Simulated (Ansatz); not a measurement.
Basis-set extrapolation for C2H6AlNS (PBE0-D4/def2-TZVP geometry, frozen core, the Gaussian-basis code of Ansatz). Multiplicity 1, RHF reference.

```
                      def2-TZVPP   def2-QZVPP
                 HF  -773.242846  -773.267361
    MP2 correlation    -0.785188    -0.842426
CCSD(T) correlation    -0.872366      not run
```

Energies in hartree. Use E(X) = E(∞) + A·exp(−7.88·√X) for Hartree–Fock and E(X) = E(∞) + B·X^(−2.97) for correlation, with X = 3 and 4, and add CCSD(T) minus MP2 of the smaller set to the MP2 limit.

**Question.** What is the CCSD(T) energy at the basis-set limit?

**Answer.** HF limit: -773.267361 + (-0.024515) × 0.13774 = -773.27074. MP2 limit: -0.842426 + (-0.057238) × 0.74074 = -0.88482. Higher-order term: -0.872366 − (-0.785188) = -0.08718. Total: -774.24274 hartree, 334.8 kJ/mol below CCSD(T)/def2-TZVPP.
